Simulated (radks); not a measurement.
Valence configurations of Sm I (all share [Xe]). Calculated with a radial shooting solver on a logarithmic mesh with Libxc functionals: Dirac Kohn-Sham, BLYP, spin-unpolarised, spherical densities, point nucleus; open shells are shared between the two j in proportion to 2j + 1. Energies are relative to 4f6 6s2; eigenvalues in eV.

valence          E (eV)  e(4f5/2)  e(4f7/2)  e(5d3/2)  e(5d5/2)  e(6p1/2)
4f6 6s2           0.000    -2.545    -2.005         -         -         -
4f5.5 5d0.5 6s2   0.851    -5.150    -4.583    -2.188    -1.977         -
4f6 6s1.5 6p0.5   1.216    -3.205    -2.664         -         -    -1.493
4f6 5d1 6s1       2.027    -1.595    -1.057    -1.125    -0.978         -
4f5 5d1 6s2       2.812    -8.039    -7.445    -2.725    -2.479         -
4f5 6s2 6p1       4.839   -11.211   -10.614         -         -    -2.195
4f4 5d2 6s2      10.551   -14.450   -13.802    -3.781    -3.467         -
4f3 5d3 6s2      24.019   -21.548   -20.848    -4.824    -4.442         -
4f3 5d4 6s1      24.090   -19.492   -18.793    -3.512    -3.167         -

NIST lists [Xe] 4f6 6s2 as the ground configuration; this level of theory agrees among the configurations tried. The energies are those of spherical spin-averaged densities, not of single terms. No valid solution was reached for [Xe] 4f7 6s1.
